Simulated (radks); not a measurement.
The zinc ion Zn2+ inside a hard spherical wall (all orbitals vanish at R), configuration held at [Ar] 3d10 and not refilled when levels cross. All-electron calculation, scalar-relativistic Kohn-Sham, LDA (Slater exchange, VWN5 correlation), spin-polarised, spherical densities, finite nucleus; Fermi nuclear charge, rms radius 3.9283 fm. Program: a radial shooting solver on a logarithmic mesh with Libxc functionals. Eigenvalues in eV for spin up, with the zero of energy where the potential of the charges vanishes at infinity; a dash marks a level that is unbound or too diffuse for the functional's potential to be trusted. A positive occupied level is held by the wall or, in an anion where self-interaction has pushed it up, behind a barrier. The pressure on the wall is -dE/dV.

R (bohr)  E (hartree)  kinetic (hartree)    e(2p)    e(3s)    e(3p)    e(3d)  e(4s, empty)  e(4p, empty)  pressure (GPa)
free      -1792.26002           1820.065  -1024.1  -149.61  -104.27  -31.233       -23.238       -15.692               0
20        -1792.26002           1820.065  -1024.1  -149.61  -104.27  -31.233       -23.238       -15.692        < 0.0001
15        -1792.26002           1820.065  -1024.1  -149.61  -104.27  -31.233       -23.238       -15.692        < 0.0001
12        -1792.26002           1820.065  -1024.1  -149.61  -104.27  -31.233       -23.238       -15.692        < 0.0001
10        -1792.26002           1820.065  -1024.1  -149.61  -104.27  -31.233       -23.238       -15.692        < 0.0001
7         -1792.26001           1820.065  -1024.1  -149.61  -104.27  -31.233       -23.235       -15.656        0.000392
6         -1792.25997           1820.065  -1024.1  -149.61  -104.27  -31.229       -23.209       -15.523         0.00772
5         -1792.25939           1820.072  -1024.1  -149.57  -104.23  -31.196       -23.022       -14.965           0.152
